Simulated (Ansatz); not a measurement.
Mulliken charges of Cl3HSSi, SMILES `S[Si](Cl)(Cl)Cl` from PBE/def2-TZVPP in Ansatz (PBE0-D4/def2-TZVP geometry).

```
atom   x (Å)   y (Å)   z (Å)  charge (e)
  S1  -0.940   0.593   1.340      -0.189
 Si2   0.331  -0.258  -0.106       0.548
 Cl3   1.642  -1.420   0.913      -0.161
 Cl4  -0.685  -1.396  -1.450      -0.162
 Cl5   1.347   1.151  -1.162      -0.162
  H6  -1.653   1.267   0.418       0.126
```

Q: By hand: the dipole of these point charges (1 e Å = 4.8032 D).

A: Σ q r = (-0.221, 0.174, 0.017) e Å, of length 0.282 e Å = 1.35 D.

Q: How does the dipole of the full density compare? (Estimate.)

A: Ansatz gave: (-0.169, 0.136, -0.009) e Å, 1.04 D; the point charges give 1.30 times that, at 6° from its direction.

Point charges leave out the atoms' own dipoles, such as those of lone pairs, and Mulliken's split depends on the basis, so the two needn't agree.
